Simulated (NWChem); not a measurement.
System: C$_{2}$H$_{4}$F$_{2}$OSi; SMILES F[Si]1(F)COC1

NWChem printed, in part:

```
             Northwest Computational Chemistry Package (NWChem) 7.3.0
             --------------------------------------------------------

                             Geometry "geometry" -> ""
                             -------------------------

 Output coordinates in angstroms (scale by  1.889725989 to convert to a.u.)

  No.       Tag          Charge          X              Y              Z
 ---- ---------------- ---------- -------------- -------------- --------------
    1 F                    9.0000     0.00000000     1.28188500     1.40845900
    2 Si                  14.0000     0.00000000     0.00000000     0.42891100
    3 F                    9.0000     0.00000000    -1.28188500     1.40845900
    4 C                    6.0000    -1.15339400     0.00000000    -1.04727800
    5 O                    8.0000     0.00000000     0.00000000    -1.90252500
    6 C                    6.0000     1.15339400     0.00000000    -1.04727800
    7 H                    1.0000    -1.77910400    -0.89535900    -1.20760000
    8 H                    1.0000    -1.77910400     0.89535900    -1.20760000
    9 H                    1.0000     1.77910400     0.89535900    -1.20760000
   10 H                    1.0000     1.77910400    -0.89535900    -1.20760000

 Effective nuclear repulsion energy (a.u.)     322.7014811987

                                 NWChem DFT Module
                                 -----------------

 Summary of "ao basis" -> "ao basis" (spherical)
 ------------------------------------------------------------------------------
       Tag                 Description            Shells   Functions and Types
 ---------------- ------------------------------  ------  ---------------------
 F                          def2-svp                 6       14   3s2p1d
 Si                         def2-svp                 8       18   4s3p1d
 C                          def2-svp                 6       14   3s2p1d
 O                          def2-svp                 6       14   3s2p1d
 H                          def2-svp                 3        5   2s1p

            General Information
            -------------------
          SCF calculation type: DFT
          Wavefunction type:  closed shell.
          No. of atoms     :    10
          No. of electrons :    56
           Alpha electrons :    28
            Beta electrons :    28
          Charge           :     0
          Spin multiplicity:     1
          Use of symmetry is: off; symmetry adaption is: off
          Maximum number of iterations: 150
          AO basis - number of functions:   108
                     number of shells:    50
          Convergence on energy requested:  1.00D-06
          Convergence on density requested:  1.00D-05
          Convergence on gradient requested:  5.00D-04

              XC Information
              --------------
                         B3LYP Method XC Potential
                     Hartree-Fock (Exact) Exchange  0.200
                        Slater Exchange Functional  0.800 local
                    Becke 1988 Exchange Functional  0.720 non-local
              Lee-Yang-Parr Correlation Functional  0.810
                  VWN I RPA Correlation Functional  0.190 local

             Grid Information
             ----------------
          Grid used for XC integration:  medium
          Radial quadrature: Mura-Knowles
          Angular quadrature: Lebedev.
          Tag              B.-S. Rad. Rad. Pts. Rad. Cut. Ang. Pts.
          ---              ---------- --------- --------- ---------
          F                   0.50       49          10.0       434
          Si                  1.10       88           8.0       590
          C                   0.70       49           9.0       434
          O                   0.60       49           8.0       434
          H                   0.35       45          11.0       434
          Grid pruning is: on
          Number of quadrature shells:   513
          Spatial weights used:  Erf1

[...]

                     NWChem Electrostatic Potential Fit Module
                     -----------------------------------------

 Atom parameters

 Number of atoms is                                   10
 Number of basis functions is                        108

 Grid parameters

 Maximum number of grid points is                  41261
 Number of grid points is                          41260
 Grid range                                     0.300000 nm
 Grid spacing                                   0.020000 nm
 Probe radius                                   0.070000 nm
 Atom radius factor                             1.000000

 Atomic radii

    1    0.100000
    6    0.147000
    8    0.136000
    9    0.128000
   14    0.187000
 FASTESP  F
  using M.O. file = ./job.movecs

    Atom              Coordinates                           Charge

                                                  ESP

    1 F     0.000000    0.128189    0.140846   -0.304017
    2 Si    0.000000    0.000000    0.042891    0.758063
    3 F     0.000000   -0.128189    0.140846   -0.304308
    4 C    -0.115339    0.000000   -0.104728    0.035544
    5 O     0.000000    0.000000   -0.190253   -0.358502
    6 C     0.115339    0.000000   -0.104728    0.036895
    7 H    -0.177910   -0.089536   -0.120760    0.033908
    8 H    -0.177910    0.089536   -0.120760    0.034839
    9 H     0.177910    0.089536   -0.120760    0.033214
   10 H     0.177910   -0.089536   -0.120760    0.034364
                                            ------------
                                                0.000000

 Dipole moment                                  0.170244

 Quadrupole moment Qxx                         14.314893
                   Qyy                         -0.878469
                   Qzz                        -13.436424

 RMS deviation kJ/mol                           0.056609

 RRMS %                                        29.360744
```

Level: B3LYP/def2-SVP. Structure relaxed at the PBE0/def2-SVP level. B3LYP is NWChem's, with the RPA form of VWN correlation.

### Question
Which NWChem input produces such a log?

### Answer
This is not unique; one that fits is the input that was run:
```
start job
memory heap 200 mb stack 900 mb global 1100 mb
geometry units angstroms noautosym nocenter noautoz
  F      0.000000     1.281885     1.408459
  Si     0.000000     0.000000     0.428911
  F      0.000000    -1.281885     1.408459
  C     -1.153394     0.000000    -1.047278
  O      0.000000     0.000000    -1.902525
  C      1.153394     0.000000    -1.047278
  H     -1.779104    -0.895359    -1.207600
  H     -1.779104     0.895359    -1.207600
  H      1.779104     0.895359    -1.207600
  H      1.779104    -0.895359    -1.207600
end
basis spherical
  * library def2-svp
end
dft
  xc b3lyp
  iterations 150
  mulliken
end
task dft energy
esp
  recalculate
  probe 0.07
  range 0.3
  factor 1.0
  spacing 0.02
end
task esp
```
